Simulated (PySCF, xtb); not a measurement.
In(Cl)2(Me) (CH₃Cl₂In), SMILES [Cl][In]([CH3])[Cl].

GFN2-xTB (xtb 6.7.1) at its own geometry gives an orbital gap of 3.41 eV and a dipole moment of 3.71 D.

The structure is a stationary point at B3LYP-D3(BJ)/def2-SVP. The structure was generated by enumeration; whether it is a known compound was not checked. The def2 effective core potentials stand for the cores of In; spin–orbit coupling is left out.

Question: What does PBE/def2-TZVP (PySCF) give? (The exact figures need the calculation; the answer reports its results.)

Answer: gap 4.46 eV (levels -7.24 and -2.78 eV), dipole 3.80 D.
